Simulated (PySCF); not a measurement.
## Broadened absorption spectrum of SnH2Me(OtBu)

Compound: SnH2Me(OtBu), C5H14OSn.
SMILES: `[H][Sn]([H])([CH3])[O]C(C)(C)C`

Computed with TDDFT wB97X-D/def2-SVPD, vertical, gas phase, core orbitals frozen in the response, def2 core potentials past Kr (PySCF 2.14.0, density-fitted response routines). One conformer (not necessarily the lowest) at the PBE0-D3(BJ)/def2-SVP geometry, without solvent, vibrations or thermal averaging. Spin–orbit coupling is left out.

Each state is given a Gaussian of 0.5 eV full width at half maximum, with ε(max) = 2.175×10⁸ f / Δν̃ (Δν̃ the width in cm⁻¹). The width is an assumption, not a result. The curve ends short of the highest state used, and states not computed would add to its high-energy end.

(E (eV), ε (L mol⁻¹ cm⁻¹)): (5.43, 1), (5.48, 3), (5.53, 6), (5.58, 13), (5.63, 25), (5.68, 44), (5.73, 75), (5.78, 120), (5.83, 182), (5.88, 262), (5.93, 356), (5.98, 457), (6.03, 557), (6.08, 642), (6.13, 703), (6.18, 734), (6.23, 735), (6.29, 719), (6.34, 720), (6.39, 775), (6.44, 931), (6.49, 1240), (6.54, 1747), (6.59, 2483), (6.64, 3447), (6.69, 4596), (6.74, 5838), (6.79, 7042), (6.84, 8055), (6.89, 8733), (6.94, 8976), (6.99, 8755), (7.04, 8114), (7.09, 7169), (7.14, 6073), (7.19, 4989), (7.24, 4055), (7.29, 3363), (7.34, 2956), (7.39, 2821), (7.44, 2911), (7.49, 3154), (7.54, 3468), (7.59, 3782)

(1) Where are the band maxima, and which computed states make them?

(2) On this curve, what absorbance would a 10⁻⁴ mol/L sample give at 222 nm over a 1 cm path?

(3) Coming from long wavelengths, where does ε first pass 100 L mol⁻¹ cm⁻¹?

Results:

(1) 200 nm (6.21 eV), ε about 740, made up of S1 (97%) (hardly more than a shoulder); 179 nm (6.94 eV), ε about 9000, made up of S2 (95%) (ε in L mol⁻¹ cm⁻¹; maxima over ε = 5, shares over 10%). At its high-energy end, 7.59 eV, the curve is still rising (ε about 3800, from S5 and S7). The states used: S1 6.18 eV (f 0.013); S2 6.93 eV (f 0.159); S3 7.10 eV (f 0.010); S4 7.19 eV (f 0.0002); S5 7.59 eV (f 0.034); S6 7.63 eV (f 0.0042); S7 7.76 eV (f 0.036); S8 7.79 eV (f 0.0022); S9 8.17 eV (f 0.058); S10 8.19 eV (f 0.052).

(2) 222 nm is 5.585 eV, where ε is about 14 L mol⁻¹ cm⁻¹, so A = ε c l ≈ 0.0014 (Beer–Lambert, with the gas-phase spectrum and the assumed width).

(3) At about 215 nm (5.76 eV), 0.42 eV below S1.
